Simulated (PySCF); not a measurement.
Species: C7H6F3 (doublet state).
Structure used (GFN2-xTB), in Å, numbered top down from 1:
```
atom  x, y, z in Å
F1     1.9230   -1.2812    1.4637
C2     2.1998   -0.1627    0.8062
F3     3.4681    0.1800    0.9756
C4     1.3070    0.5046    0.0829
F5     1.6959    1.6300   -0.5486
C6    -0.1107    0.1277   -0.1161
C7    -0.8464   -1.0598    0.5215
C8    -1.8150   -0.2882   -0.3866
C9    -0.7448   -0.2175   -1.4827
C10   -1.3171    1.0407    0.1952
H11   -0.5453   -2.0521    0.2030
H12   -1.0189   -1.0126    1.5913
H13   -0.4326   -1.1515   -1.9379
H14   -0.8198    0.5885   -2.2046
H15   -1.5212    1.2340    1.2432
H16   -1.4297    1.9288   -0.4175
```

The hyperfine couplings belong to this conformer and change with its torsions.

As a line formula: `FC(F)=C(F)C12C[C](C1)C2` [radical].

The calculation used PySCF 2.14.0, UKS B3LYP, pcH-1 on C F H, non-relativistic, mean-field spin-orbit, GIAO. One conformer (not necessarily the lowest) at the GFN2-xTB geometry, without solvent, vibrations or thermal averaging. Couplings are sensitive to structure, and on GFN2-xTB geometries they can be far from those on DFT ones. The SCF solution wasn't tested for stability.

Principal values of hyperfine tensors in MHz (contact and dipolar terms together), for some of the nuclei:

```
atom  isotope      A1      A2      A3
  C4      13C  109.52  112.95  129.79
  C6      13C  102.70  102.77  108.98
  F3      19F    3.04   12.49   30.26
 C10      13C    0.98    3.94   25.26
  C9      13C    0.82    3.79   25.18
  C7      13C    0.53    3.42   25.26
  C2      13C    2.67    7.07    8.42
  F1      19F   -9.53    0.15    1.38
```

(1) Split each tensor into its isotropic and traceless parts, and turn a_iso into mT with g = 2.0026.

(2) What spin density at the nucleus of C10 lies behind its contact coupling (g_N = 1.40482)?

(3) C8 (13C, g_N = 1.40482) isn't in the table. Its spin density at the nucleus is 0.3108 bohr⁻³. What is its contact coupling?

(4) What first-order splitting does F3 cause when the field lies along A1, A2 or A3 of its tensor (g taken as isotropic, no quadrupole term)?

## Answers

(1) a_iso = (A1 + A2 + A3)/3, Ti = Ai − a_iso; 1 mT corresponds to 28.029 MHz.

```json
{"atom": "C4", "a_iso (MHz)": "117.42", "a_iso (mT)": "4.189", "T1": "-7.90", "T2": "-4.47", "T3": "12.37"}
{"atom": "C6", "a_iso (MHz)": "104.82", "a_iso (mT)": "3.740", "T1": "-2.11", "T2": "-2.05", "T3": "4.17"}
{"atom": "F3", "a_iso (MHz)": "15.26", "a_iso (mT)": "0.544", "T1": "-12.22", "T2": "-2.77", "T3": "15.00"}
{"atom": "C10", "a_iso (MHz)": "10.06", "a_iso (mT)": "0.359", "T1": "-9.08", "T2": "-6.12", "T3": "15.20"}
{"atom": "C9", "a_iso (MHz)": "9.93", "a_iso (mT)": "0.354", "T1": "-9.11", "T2": "-6.14", "T3": "15.25"}
{"atom": "C7", "a_iso (MHz)": "9.73", "a_iso (mT)": "0.347", "T1": "-9.21", "T2": "-6.32", "T3": "15.53"}
{"atom": "C2", "a_iso (MHz)": "6.06", "a_iso (mT)": "0.216", "T1": "-3.38", "T2": "1.02", "T3": "2.36"}
{"atom": "F1", "a_iso (MHz)": "-2.67", "a_iso (mT)": "-0.095", "T1": "-6.86", "T2": "2.82", "T3": "4.05"}
```

(2) a_FC = 800.24 MHz bohr³ × g_N × ρ(0)/(2S). With a_FC = 10.06 MHz and 2S = 1, ρ(0) = 0.008948 bohr⁻³.

(3) By the same relation, a_FC = 349.5 MHz. Its full tensor has the principal values 283.59, 283.67, 481.09 MHz.

(4) 2 lines (I = 1/2), spaced by |A_i|/(g × 13.996): 0.11, 0.45, 1.08 mT along the axes of A1, A2 and A3.

Time: 89 s (with the writing of density and orbital grids); peak memory 1.1 GiB. Hardware: one thread of an Arm Neoverse V2 (shared host).
